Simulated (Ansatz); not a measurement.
**Question.** Predict a relaxed structure of dimethylphenylsulfonium dicyanamide (C₁₀H₁₁N₃S), charge 0, singlet, at PBE-D4/def2-SVP (Ansatz).

**Answer.** 
```csv
atom,x (Å),y (Å),z (Å)
C1,1.449,-1.165,-1.456
S2,0.624,0.426,-1.145
C3,2.114,1.481,-0.898
C4,0.012,0.310,0.536
C5,-1.231,0.916,0.783
C6,-1.768,0.844,2.077
C7,-1.070,0.183,3.097
C8,0.173,-0.418,2.833
C9,0.724,-0.361,1.547
H10,0.705,-1.935,-1.186
H11,1.622,-1.197,-2.548
H12,2.385,-1.241,-0.873
H13,2.647,1.517,-1.868
H14,1.748,2.491,-0.636
H15,2.765,1.083,-0.098
H16,-1.801,1.399,-0.022
H17,-2.755,1.289,2.269
H18,-1.502,0.123,4.108
H19,0.716,-0.945,3.632
H20,1.691,-0.844,1.344
N21,-0.456,-0.937,-4.164
C22,-1.060,-0.994,-3.143
N23,-1.487,-1.091,-1.899
C24,-2.641,-0.660,-1.432
N25,-3.605,-0.274,-0.856
```
 This is one stationary point.

In the singlet geometry the species has come apart into loosely held pieces.
